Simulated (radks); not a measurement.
Results of a calculation; reference values are marked as such.
Nd2+, 58 electrons, occupied as [Xe] 4f4 (the NIST ground configuration).

Level of theory: scalar-relativistic Kohn-Sham, r2SCAN, spin-unpolarised, spherical densities, finite nucleus; meta-GGA in the generalised Kohn-Sham scheme; Fermi nuclear charge, rms radius 4.9123 fm (a radial shooting solver on a logarithmic mesh with Libxc functionals).

Energy parts (hartree):
total: -9623.9283
kinetic: 10242.4600
electron-nucleus: -23345.3476
Hartree: 3701.3233
exchange-correlation: -222.3640

Orbitals (lengths in bohr, moments of r in powers of bohr):
| orbital | occ. | eigenvalue (hartree) | <1/r> |
|---|---|---|---|
| 1s | 2 | -1597.878 | 66.04 |
| 2s | 2 | -259.5787 | 15.27 |
| 2p | 6 | -231.9781 | 14.39 |
| 3s | 2 | -56.95884 | 5.579 |
| 3p | 6 | -48.20563 | 5.265 |
| 3d | 10 | -36.06958 | 4.987 |
| 4s | 2 | -11.82488 | 2.321 |
| 4p | 6 | -8.94297 | 2.139 |
| 4d | 10 | -4.83199 | 1.870 |
| 4f | 4 | -0.51339 | 1.258 |
| 5s | 2 | -2.00325 | 0.8909 |
| 5p | 6 | -1.30920 | 0.7589 |
| 5d | 0 | -0.47690 | 0.5034 |
| 6s | 0 | -0.45111 | 0.3393 |

The highest occupied level is 4f at -13.970 eV. Summed over all electrons, <r^2> = 42.00 bohr^2, which gives a Langevin (diamagnetic) susceptibility term of -33.3 x 10^-6 cm^3/mol. For comparison, the ionisation energy in NIST's Atomic Spectra Database is 22.09 eV (semi-empirical). In exact Kohn-Sham theory the highest level is minus the ionisation energy, but local and semilocal functionals leave it too shallow, through self-interaction and a potential that decays too fast; potentials with the right tail come closer.

Beside tabulated values, note that spin-unpolarised runs miss the spin-polarisation part of the exchange energy of open shells.
